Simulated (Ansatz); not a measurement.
Born–Oppenheimer molecular dynamics of CH₅FGeO (9 atoms, charge 0, multiplicity 1). It starts from a relaxed structure.

Method: RHF/def2-SVP in Ansatz.

```json
{
 "ensemble": "NVE (velocity Verlet)",
 "time step": "0.5 fs",
 "steps asked": "300",
 "starting velocities drawn for": "50 K",
 "masses": "H 2.014 u",
 "seed": "237909"
}
```

First frame:

```xyz
9
Properties=species:S:1:pos:R:3
Ge -0.018 -0.072 -0.065
F 0.358 -0.332 1.604
O 1.522 0.097 -0.878
H 2.204 -0.524 -0.672
H -0.727 1.268 -0.177
C -1.012 -1.629 -0.647
H -1.931 -1.728 -0.069
H -1.271 -1.543 -1.704
H -0.416 -2.531 -0.506
```

(1) How far do the bonds stretch over the last three quarters of this one trajectory? (Pairs bonded in most of those frames.)

Results:

(1) 
| bond | mean (Å) | spread (Å) | shortest | longest |
| --- | --- | --- | --- | --- |
| Ge1–F2 | 1.734 | 0.016 | 1.71 | 1.76 |
| Ge1–O3 | 1.752 | 0.002 | 1.75 | 1.75 |
| Ge1–H5 | 1.523 | 0.003 | 1.52 | 1.53 |
| Ge1–C6 | 1.933 | 0.012 | 1.92 | 1.95 |
| O3–H4 | 0.946 | 0.008 | 0.93 | 0.96 |
| C6–H7 | 1.091 | 0.003 | 1.08 | 1.10 |
| C6–H8 | 1.091 | 0.004 | 1.08 | 1.10 |
| C6–H9 | 1.091 | 0.005 | 1.08 | 1.10 |

Mean temperature of the second half: 33 K. The conserved energy stayed within 0.018 meV per atom of its start (net change 0.013 meV per atom), so the integration is sound. A run of 0.15 ps of so small a system gives no equilibrium averages.

The run took 19 min on 1 thread of Arm Neoverse N1, on a shared host, peak memory 0.2 GiB.
